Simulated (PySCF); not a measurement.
but-1-yne (C₄H₆), SMILES C#CCC. Coordinates come from a PBE-D3(BJ)/def2-SVP optimisation.

Computed equilibrium geometry at PBE-D3(BJ)/def2-SVP (PySCF confirms it by a frequency run) as Cartesian coordinates in Å, and its point group:
point group Cs.
```xyz
10

C     -0.2635     1.9774     0.0000
C      0.1636     0.8315     0.0000
C      0.6441    -0.5490     0.0000
C     -0.4847    -1.5939     0.0000
H     -0.6338     2.9925     0.0000
H      1.3000    -0.7020     0.8856
H      1.3000    -0.7020    -0.8856
H     -0.0657    -2.6197     0.0000
H     -1.1286    -1.4822    -0.8946
H     -1.1286    -1.4822     0.8946
```
